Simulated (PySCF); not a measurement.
## UHF on Zr²⁺ (zirconium, charge +2)

Configuration: [Kr] 4d2, high-spin 3F determinant. All numbers are calculated (PySCF 2.14, scalar relativity through the core potential, in aug-cc-pVTZ-PP with ECP28MDF (6s6p5d3f2g, 88 functions)).

* Total energy: -45.664046 hartree
* One-electron energy: -71.4858 hartree
* Hartree (Coulomb) energy: 30.9296 hartree
* Exchange energy: -5.1079 hartree
* ⟨S²⟩: 2.0050
* ⟨L²⟩: 12.065
* Sum of ⟨r⟩: 14.81 bohr
* Sum of ⟨r²⟩: 25.69 bohr²

| shell | electrons | mean orbital energy (hartree) | rms radius, mean of both spins (bohr) |
| --- | --- | --- | --- |
| 4s α | 1 | -3.06269 | 1.31 |
| 4s β | 1 | -2.97883 | 1.31 |
| 4p α | 3 | -2.07702 | 1.47 |
| 4p β | 3 | -1.95935 | 1.47 |
| 4d α | 2 | -0.84584 | 2.15 |

Energies and moments cover only the electrons outside the core potential.
